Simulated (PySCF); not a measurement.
## Electron correlation in Sc⁻ (scandium, charge -1)

[Ar] 3d2 4s2, high-spin 3F determinant. Calculation: PySCF 2.14, in def2-TZVPPD; no relativity, point nucleus. Frozen: [Ne]; 12 electrons correlated.

MP2 pair energies summed by pair of shells (mhartree):

```csv
pair,energy,share (%)
3p-3p,-114.43,45.2
3p-3d,-47.02,18.6
3s-3p,-21.55,8.5
3d-4s,-18.17,7.2
4s-4s,-18.02,7.1
3p-4s,-13.73,5.4
3s-3d,-7.20,2.8
3d-3d,-6.69,2.6
3s-3s,-5.70,2.3
3s-4s,-0.73,0.3
```

Total MP2 correlation energy: -253.23 mhartree.

Same-spin part -76.88 and opposite-spin part -176.36 mhartree; SCS-MP2 scales them by 1/3 and 6/5 to -237.26 mhartree.

The Hartree-Fock reference does not bind the outermost electron (its level is positive or very diffuse), so these energies belong to a reference that the basis holds together.

This basis was not built for core-valence correlation, so the inner-shell part is incomplete.
